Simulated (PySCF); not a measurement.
C₄H₇O₂, SMILES C[CH]OC(C)=O, multiplicity 2.

Geometry: PBE-D3(BJ)/def2-SVP. The isomer is the one that the SMILES or the coordinates give; other isomers of the formula were not compared. One conformer was computed; it need not be the lowest.

These are PBE-D3(BJ)/def2-SVP (PySCF 2.14.0) values and carry that method's errors.

Harmonic, unscaled wavenumbers; measured fundamentals usually lie a few per cent lower.

| mode | ν (cm⁻¹) | IR (km/mol) | moving atoms (share of kinetic energy) |
|---|---|---|---|
| 1 | 42 | 0.3 | H 97 % |
| 2 | 79 | 0.1 | H 53 %, C 28 %, O 19 % |
| 3 | 120 | 1.3 | H 59 %, C 22 %, O 19 % |
| 4 | 181 | 5.0 | H 35 %, C 33 %, O 31 % |
| 5 | 204 | 4.2 | C 37 %, O 33 %, H 30 % |
| 6 | 371 | 9.7 | C 45 %, H 28 %, O 26 % |
| 7 | 401 | 13.8 | H 50 %, C 31 %, O 19 % |
| 8 | 431 | 7.3 | H 45 %, C 36 %, O 19 % |
| 9 | 570 | 1.1 | C 50 %, H 28 %, O 22 % |
| 10 | 633 | 8.4 | C 53 %, O 32 %, H 16 % |
| 11 | 829 | 24.7 | O 43 %, H 39 %, C 18 % |
| 12 | 944 | 4.0 | H 35 %, C 34 %, O 31 % |
| 13 | 954 | 4.1 | H 64 %, C 29 % |
| 14 | 978 | 21.0 | H 59 %, C 28 %, O 14 % |
| 15 | 993 | 11.6 | H 54 %, C 43 % |
| 16 | 1112 | 4.8 | C 54 %, H 41 % |
| 17 | 1165 | 19.7 | H 45 %, C 31 %, O 24 % |
| 18 | 1186 | 329.4 | C 63 %, O 22 %, H 15 % |
| 19 | 1306 | 15.4 | H 77 %, C 22 % |
| 20 | 1324 | 25.9 | H 72 %, C 28 % |
| 21 | 1370 | 2.7 | H 72 %, C 27 % |
| 22 | 1386 | 8.6 | H 81 %, C 18 % |
| 23 | 1391 | 15.7 | H 90 %, C 10 % |
| 24 | 1397 | 4.8 | H 90 %, C 10 % |
| 25 | 1404 | 8.9 | H 91 %, C 9 % |
| 26 | 1792 | 277.9 | C 65 %, O 34 % |
| 27 | 2892 | 40.8 | H 95 % |
| 28 | 2985 | 3.1 | H 97 % |
| 29 | 2989 | 14.2 | H 93 % |
| 30 | 3073 | 6.4 | H 91 %, C 9 % |
| 31 | 3074 | 2.2 | H 91 %, C 9 % |
| 32 | 3120 | 2.0 | H 90 %, C 10 % |
| 33 | 3153 | 1.0 | H 92 %, C 8 % |
